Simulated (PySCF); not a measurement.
Species: C3BN3.
Atom-mapped SMILES: `[N:1]#[C:2][B:3]([C:4]#[N:5])[C:6]#[N:7]`

All values: CAM-B3LYP/def2-SVPD (PySCF, non-relativistic), on one gas-phase PBE0-D3(BJ)/def2-SVP geometry that isn't relaxed in the solvent. The solvent is an IEF-PCM continuum (cavity from Bondi-type radii × 1.2), and excitations are vertical TDDFT with non-equilibrium linear response and a frozen core. The model holds no explicit solvent molecules, cavitation or dispersion.

Gas-phase singlets (H = HOMO, L = LUMO):

```json
{"state": "S1", "E (eV)": "4.407", "λ (nm)": "281", "f": "0.000", "leading configurations": "H→L 96%"}
{"state": "S2", "E (eV)": "4.619", "λ (nm)": "268", "f": "0.000", "leading configurations": "H-3→L 93%"}
{"state": "S3", "E (eV)": "4.622", "λ (nm)": "268", "f": "0.000", "leading configurations": "H-4→L 93%"}
{"state": "S4", "E (eV)": "5.422", "λ (nm)": "229", "f": "0.156", "leading configurations": "H-1→L 90%"}
{"state": "S5", "E (eV)": "5.424", "λ (nm)": "229", "f": "0.156", "leading configurations": "H-2→L 90%"}
```

What are the lowest 5 singlets in acetone (ε = 20.49)?

```csv
state,E (eV),λ (nm),f,leading configurations,change by rank (eV)
S1,4.544,273,0.000,H→L 95%,+0.137
S2,4.748,261,0.000,H-3→L 94%,+0.129
S3,4.750,261,0.000,H-4→L 94%,+0.128
S4,5.451,227,0.186,H-1→L 87%,+0.029
S5,5.452,227,0.187,H-2→L 87%,+0.028
```

What are the lowest 5 singlets in water (ε = 78.36)?

```tsv
state	E (eV)	λ (nm)	f	leading configurations	change by rank (eV)
S1	4.554	272	0.000	H→L 95%	+0.147
S2	4.757	261	0.000	H-3→L 94%	+0.138
S3	4.760	260	0.000	H-4→L 94%	+0.138
S4	5.460	227	0.184	H-1→L 87%	+0.038
S5	5.462	227	0.185	H-2→L 87%	+0.038
```

How do the frontier levels move from gas to water?

```csv
orbital,gas (eV),solvent (eV),change (eV),"Löwdin shares, gas","Löwdin shares, solvent"
LUMO+2,-0.21,0.12,+0.33,"N7 27 %, C6 24 %, C2 14 %, N1 14 %","N7 26 %, C6 24 %, C4 15 %, N5 14 %"
LUMO+1,-0.21,0.12,+0.33,"N5 26 %, C4 23 %, N1 15 %, C2 15 %","N1 26 %, C2 24 %, C4 15 %, N5 15 %"
LUMO,-4.27,-3.82,+0.45,"B3 33 %, N1 11 %, N5 11 %, N7 11 %","B3 34 %, C2 11 %, C4 11 %, C6 11 %"
HOMO,-12.51,-12.22,+0.29,"N1 19 %, N5 19 %, N7 18 %, C2 15 %","N5 19 %, N1 19 %, N7 19 %, C4 15 %"
HOMO-1,-12.73,-12.42,+0.31,"N1 30 %, C2 25 %, N5 21 %, C4 18 %","N5 33 %, C4 27 %, N1 17 %, C2 14 %"
HOMO-2,-12.73,-12.42,+0.31,"N7 33 %, C6 29 %, N5 13 %, C4 11 %","N7 32 %, C6 27 %, N1 18 %, C2 15 %"
HOMO-3,-12.76,-12.48,+0.28,"N7 27 %, C6 21 %, N5 16 %, C4 12 %","N7 28 %, C6 21 %, N5 18 %, C4 13 %"
```

The HOMO–LUMO gap goes from 8.25 to 8.40 eV. Rows go by rank; for LUMO the atom shares or the degeneracy differ between the runs, so the row needn't follow one orbital. Shares within a degenerate set are those of one arbitrary member.
